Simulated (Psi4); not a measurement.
Fe, quintet. Base run: B3LYP/6-31G** (Psi4 1.11).

Psi4 was given this input:
```
memory 2 GB

molecule {
0 5
Fe    0.00000000    0.00000000    0.00000000
}

set {
  basis 6-31g**
  reference uks
}

energy('b3lyp')
print_variables()
```

The base run was repeated with changes; each row names its change, and settings that it needs were set with it.

| change | ΔE vs base (mEh) | SCF cycles | grid points | basis functions | outcome |
|---|---|---|---|---|---|
| base | 0.000 | 13 | 21134 | 39 | converged |
| e_convergence = 1e-8 | 0.000 | 13 | 21134 | 39 | converged |
| e_convergence = 1e-4 | 0.000 | 13 | 21134 | 39 | converged |
| scf_type = dfdirj+cosx | -0.640 | 19 | 21134 | 39 | converged |
| dft_spherical_points = 110 | -0.006 | 13 | 7700 | 39 | converged |
| df_basis_scf = cc-pvqz-jkfit | - | - | - | 39 | input refused |
| dft_pruning_scheme = treutler | -1.881 | 11 | 11216 | 39 | converged |
| diis_max_vecs = 15 | 0.000 | 13 | 21134 | 39 | converged |
| guess = sap | 0.001 | 11 | 21134 | 39 | converged |
| dft_radial_scheme = mura | 0.000 | 13 | 21738 | 39 | converged |
| dft_radial_scheme = multiexp | 0.648 | 13 | 22650 | 39 | converged |
| dft_radial_points = 35 | 13.535 | 13 | 9966 | 39 | converged |
| dft_radial_points = 150 | 0.003 | 13 | 41828 | 39 | converged |

Open shells are given as the SCF converged; they aren't shown to be the lowest states, and a large step between rows can be another state.

- df_basis_scf = cc-pvqz-jkfit: ended with `psi4.driver.qcdb.exceptions.BasisSetNotFound: BasisSet::construct: Unable to find a basis set for atom 1 for key JKFIT among:`
